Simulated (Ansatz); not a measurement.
Total energies of HgCl2 from Ansatz at PBE-D4/def2-TZVP, gas phase (1 Eh = 27.2114 eV = 2625.5 kJ/mol). The reference geometry is relaxed at PBE0-D4/def2-TZVP.

Cartesian coordinates in Å:
```
Hg 0.000 0.001 0.000
Cl -1.082 -1.672 -1.062
Cl 1.082 1.671 1.062
```

| state | geometry | energy (Eh) |
| --- | --- | --- |
| charge 0 singlet | reference | -1073.64948 |
| charge 1 doublet | reference | -1073.25925 |
| charge 0 triplet | relaxed at PBE0-D4/def2-TZVP | -1073.53364 |
| charge 0 quintet | relaxed at PBE0-D4/def2-TZVP | -1073.29983 |
| free Hg atom (singlet) | – | -153.55657 |
| free Cl atom (doublet) | – | -459.95840 |

In the def2 sets Hg takes a core potential; there is no spin–orbit coupling.

Task: Work out the vertical ionisation energy to the doublet.

Result: E(charge 1 doublet) − E(charge 0 singlet) = -1073.25925 − (-1073.64948) = 0.39023 Eh = 10.62 eV. For comparison, −ε of the highest occupied level is 7.53 eV at this level, 3.09 eV less.

Task: Which of the charge 0 states is lowest, and how far above it are the others?

Result: The singlet. triplet: -1073.53364 − (-1073.64948) = 0.11584 Eh = 304.1 kJ/mol; quintet: -1073.29983 − (-1073.64948) = 0.34965 Eh = 918.0 kJ/mol. The quintet differs in its bonds from the reference.

Task: What is the binding energy per atom against free atoms?

Result: Atoms: 1 × (-153.55657) + 2 × (-459.95840) = -1073.47337 Eh. Binding: -1073.47337 − (-1073.64948) = 0.17611 Eh = 4.79 eV, or 1.60 eV for each of 3 atoms (no zero-point energy, no counterpoise term).

At PBE-D4/def2-TZVP the gap within one spin of the charge 1 doublet nearly closes, so an electron or hole may be smeared out by delocalisation error. At PBE-D4/def2-TZVP the gap within one spin of the charge 0 triplet nearly closes, so an electron or hole may be smeared out by delocalisation error. 

The structure comes from a short search, and lower isomers may exist.
